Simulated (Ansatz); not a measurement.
Mulliken charges of Cl₂GeH₃SSi (`Cl[SiH][S][GeH2][Cl]`) radical from B3LYP/def2-TZVPP in Ansatz (PBE0-D4/def2-TZVP geometry).

```json
{"atom": "Cl1", "x (Å)": "-2.360", "y (Å)": "-0.887", "z (Å)": "0.480", "charge (e)": "-0.211"}
{"atom": "Si2", "x (Å)": "-0.627", "y (Å)": "-1.780", "z (Å)": "-0.178", "charge (e)": "0.336"}
{"atom": "S3", "x (Å)": "1.124", "y (Å)": "-0.807", "z (Å)": "0.528", "charge (e)": "-0.289"}
{"atom": "Ge4", "x (Å)": "0.743", "y (Å)": "1.219", "z (Å)": "-0.298", "charge (e)": "0.412"}
{"atom": "Cl5", "x (Å)": "-0.216", "y (Å)": "2.434", "z (Å)": "1.188", "charge (e)": "-0.286"}
{"atom": "H6", "x (Å)": "-0.572", "y (Å)": "-3.161", "z (Å)": "0.374", "charge (e)": "-0.032"}
{"atom": "H7", "x (Å)": "2.105", "y (Å)": "1.852", "z (Å)": "-0.589", "charge (e)": "0.035"}
{"atom": "H8", "x (Å)": "-0.197", "y (Å)": "1.129", "z (Å)": "-1.505", "charge (e)": "0.034"}
```

By hand: the dipole of these point charges (1 e Å = 4.8032 D).

Σ q r = (0.416, -0.167, -0.860) e Å, of length 0.970 e Å = 4.66 D.

How does the dipole of the full density compare? (Estimate.)

Computed: (0.227, -0.122, -0.372) e Å, 2.17 D; the point charges give 2.15 times that, at 8° from its direction.

Point charges leave out the atoms' own dipoles, such as those of lone pairs, and Mulliken's split depends on the basis, so the two needn't agree.

B3LYP here is the variant with VWN-RPA as its local correlation; programs differ in this.
